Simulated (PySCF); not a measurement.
A structure optimised at PBE-D3(BJ)/def2-SVP, used in a PySCF frequency run:

```xyz
9

Si     0.0014    -0.0878     1.6216
N      0.0078     0.5377     0.0000
Si     0.0014    -0.0878    -1.6216
H     -1.2999     0.3575     2.2469
H      1.1282     0.5753     2.3743
H      0.1245    -1.5851     1.7811
H      0.1245    -1.5851    -1.7811
H     -1.2999     0.3575    -2.2469
H      1.1282     0.5753    -2.3743
```
Charge 0, spin multiplicity 2.

Q: Write its SMILES, formula and point group.

A: [SiH3][N][SiH3], H6NSi2, Cs

Q: What are its rotational constants (standard atomic weights)?

A: 30.712, 2.7821, 2.7156 GHz
